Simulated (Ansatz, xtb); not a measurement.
# C3H13BNP: which of two isomers lies lower

We compare a, `CCC[NH2+][BH2-]P`, a singlet, with b, `C[N+](C)(C)[BH2-]P`, a singlet. Both are isolated molecules in the gas phase, relaxed with B3LYP-D3(BJ)/def2-SVP, each in the lowest conformer that the search found.

Energies in hartree; the thermal terms are from GFN2-xTB frequencies at re-optimised GFN2-xTB minima (ideal gas, soft modes damped towards free rotors, one conformer each, 298.15 K, 1 atm) and include the zero-point energy:

|  | a | b |
| --- | --- | --- |
| E, CCSD(T)/def2-SVP | −541.760200 | −541.744952 |
| E, MP2/def2-SVP | −541.642094 | −541.626866 |
| E, MP2/def2-TZVPP | −542.173610 | −542.160436 |
| zero-point energy | 0.161916 | 0.161251 |
| H(298 K) − E | 0.172108 | 0.171047 |
| G(298 K) − E | 0.127685 | 0.128871 |

**Question.** Correct the CCSD(T) difference for the basis set by the MP2 change, then work out ΔE, ΔE₀, ΔH and ΔG for a → b in kcal/mol (1 Eh = 627.51 kcal/mol) and the equilibrium ratio [b]/[a].

**Answer.** 1. Differences b − a: CCSD(T) +0.015248, MP2 in the small set +0.015228, MP2 in the large set +0.013174 Eh.
2. ΔE = +0.015248 + (+0.013174 − (+0.015228)) = +0.013194 Eh = +8.28 kcal/mol.
3. ΔE₀ = ΔE + ΔZPE = +0.013194 + (−0.000665) Eh = +7.86 kcal/mol.
4. ΔH = ΔE + (−0.001061) Eh = +7.61 kcal/mol.
5. ΔG = ΔE + (+0.001186) Eh = +9.02 kcal/mol, so ΔS = (ΔH − ΔG)/T = −19.8 J/(mol K).
6. kT = 0.9442 mEh, so K = [b]/[a] = exp(−ΔG/kT) = exp(−15.23) ≈ 2.4 × 10^−7.

Structure a is favoured at this temperature. An error of 1 kcal/mol in ΔG would change K by a factor of 5.4. GFN2-xTB gave ΔE the other sign. Mirror images and further conformers aren't counted.

As drawn, b has 2 C–N, 2 C–H in place of 2 C–C, 2 N–H.

Other levels gave ΔE = −3.7 (GFN2-xTB); +8.3 (HF/STO-3G, GFN2-xTB geometries); +10.8 (r2SCAN-D4/def2-SVP, GFN2-xTB geometries); +10.8 (B3LYP-D3(BJ)/def2-SVP); +13.7 (HF/def2-SVP); +9.6 (MP2/def2-SVP); +9.6 (CCSD(T)/def2-SVP) kcal/mol. The correlated steps freeze 10 core orbitals. Programs: Ansatz 0.2.0, xtb 6.7.1.
